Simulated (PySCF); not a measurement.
MgF2, SMILES [F][Mg][F]. The structure is a stationary point at PBE-D3(BJ)/def2-TZVP. The isomer is the one that the SMILES or the coordinates give; other isomers of the formula were not compared.

Computed equilibrium geometry at PBE-D3(BJ)/def2-TZVP (PySCF confirms it by a frequency run) as Cartesian coordinates in Å, and its point group:
point group D∞h.
```xyz
3

Mg     0.0000     0.0000     0.0000
F      0.0000     0.0000    -1.7642
F      0.0000     0.0000     1.7642
```
Charge 0, spin multiplicity 1.
